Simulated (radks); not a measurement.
Problem. Ionisation ladder of thulium, from Tm I to Tm XXII. Each ion is in the ground configuration listed by NIST, and IE = E(next ion) - E(this ion). Method: non-relativistic Kohn-Sham, TPSS, spin-polarised, spherical densities, point nucleus; open shells are filled with parallel spins first (spin-orbit coupling, left out, can overturn this in heavy ions); meta-GGA in the generalised Kohn-Sham scheme; relativity is left out, which matters for an element this heavy; computed with a radial shooting solver on a logarithmic mesh with Libxc functionals.

species            configuration  IE, Delta-SCF (eV)  -e(HOMO) (eV)     HOMO
Tm I               [Xe] 4f13 6s2               5.646          3.560  6s down
Tm II              [Xe] 4f13 6s1              11.061          8.672    6s up
Tm III                 [Xe] 4f13              29.846         20.664  4f down
Tm IV                  [Xe] 4f12              49.931         39.481  4f down
Tm V                   [Xe] 4f11              77.710         60.752  4f down
Tm VI     [Kr] 4d10 4f11 5s2 5p5              92.524         77.789  4f down
Tm VII    [Kr] 4d10 4f11 5s2 5p4              107.49         95.497  4f down
Tm VIII   [Kr] 4d10 4f11 5s2 5p3              128.59         113.79  4f down
Tm IX     [Kr] 4d10 4f11 5s2 5p2              145.05         133.30  4f down
Tm X      [Kr] 4d10 4f11 5s2 5p1              161.61         153.33    5p up
Tm XI         [Kr] 4d10 4f11 5s2              188.44         174.08  4f down
Tm XII        [Kr] 4d10 4f10 5s2              218.17         203.05  4f down
Tm XIII        [Kr] 4d10 4f9 5s2                   ?         233.52  4f down
Tm XIV         [Kr] 4d10 4f9 5s1              269.61         256.59  4f down
Tm XV              [Kr] 4d10 4f9                   ?         280.76  4f down
Tm XVI             [Kr] 4d10 4f8              331.28         314.09  4f down
Tm XVII            [Kr] 4d10 4f7              376.25         358.00    4f up
Tm XVIII           [Kr] 4d10 4f6                   ?         394.71    4f up
Tm XIX             [Kr] 4d10 4f5              452.10         432.64    4f up
Tm XX              [Kr] 4d10 4f4              491.77         471.74    4f up
Tm XXI             [Kr] 4d10 4f3              532.55         511.98    4f up
Tm XXII            [Kr] 4d10 4f2                   ?         553.30    4f up

Estimate the withheld Delta-SCF values.

Solution. Tm XIII: 245.76 eV (NIST 274); Tm XV: 297.32 eV (NIST 317); Tm XVIII: 413.58 eV (NIST 424); Tm XXII: 574.40 eV (NIST 570). No tabulated value is given for the 4+ ions of Nd, Pm and Eu to Yb, where it belongs to another shell than the one emptied here.
